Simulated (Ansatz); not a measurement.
Coupled-cluster run, `[CH2][Te]C` radical.

```yaml
crystal:
  periodic: [false, false, false]
  atoms:
    - {symbol: C, position_ang: [-0.765482, 0.931452, -1.235648]}
    - {symbol: Te, position_ang: [0.322058, 1.303101, 0.434855]}
    - {symbol: C, position_ang: [0.619674, -0.743309, 0.955821]}
    - {symbol: H, position_ang: [-0.974193, -0.084852, -1.539551]}
    - {symbol: H, position_ang: [-1.133141, 1.761019, -1.822297]}
    - {symbol: H, position_ang: [1.209694, -0.767681, 1.870691]}
    - {symbol: H, position_ang: [1.159654, -1.242609, 0.154195]}
    - {symbol: H, position_ang: [-0.346164, -1.214119, 1.126034]}
basis:
  gaussian: {orbitals: def2-SVP}
magnetization: {spin_polarized: true, initial_magnetization: 1}
correlation: {method: ccsd_t}
scf: {omitted_lower_state_checks: [cluster_reference]}
```

```sh
$ ansatz run in.yaml --threads 4 --pin off --events-out ev --progress --plain
```

Log, shortened:

```
Functional definition: HF
889 factors; integrals over basis functions are off by at most 1.3e-3 eV
mean field evaluation 1: about -9399.3025 eV, gradient 1.8e1 eV
mean field evaluation 2: about -9399.3121 eV, gradient 1.8e1 eV
mean field evaluation 4: about -9401.7090 eV, gradient 2.6e0 eV
mean field evaluation 8: about -9401.9551 eV, gradient 1.2e-1 eV
mean field evaluation 16: about -9401.8710 eV, gradient 1.8e0 eV
mean field -9401.95444871 eV, -345.5154531164 hartree, gradient 7.3e-6 eV, S^2 0.771062; 1 other end points of the search recorded, 0 dependent functions left out
6 core orbitals not correlated: weight in the atoms' cores, before any rotation towards them, 1.000 or more for the frozen orbitals, at most 0.000 for the correlated occupied ones
reference -9401.95444871 eV, -345.5154531164 hartree; 15, 14 occupied and 58, 59 virtual orbitals, 889 factors
second order -10.49215529 eV of doubles, -0.00000000 eV of singles
cycle   1  -11.23239261 eV  change   -7.4e-1 eV  update   8.6e-2
cycle   2  -11.58920357 eV  change   -3.6e-1 eV  update   3.0e-2
cycle   3  -11.66600286 eV  change   -7.7e-2 eV  update   1.9e-2
cycle   4  -11.67164272 eV  change   -5.6e-3 eV  update   1.0e-2
cycle   5  -11.67373298 eV  change   -2.1e-3 eV  update   4.9e-3
cycle   6  -11.67349290 eV  change    2.4e-4 eV  update   1.5e-3
cycle   7  -11.67343581 eV  change    5.7e-5 eV  update   5.7e-4
cycle   8  -11.67340733 eV  change    2.8e-5 eV  update   2.2e-4
cycle   9  -11.67334486 eV  change    6.2e-5 eV  update   8.0e-5
cycle  10  -11.67335542 eV  change   -1.1e-5 eV  update   2.8e-5
perturbative correction -0.35223920 eV, -0.0129445518 hartree
Total energy: -9413.98004332 eV, -345.9573855672 hartree
Checks for a lower state left out: cluster_reference
```

Hardware: 4 threads of a server CPU on a shared host. Wall time 6.5 s, peak host memory 0.54 GiB.

The correlation energy is -12.026 eV, 2.9 % of it from (T); the T1 diagnostic reads 0.0175.
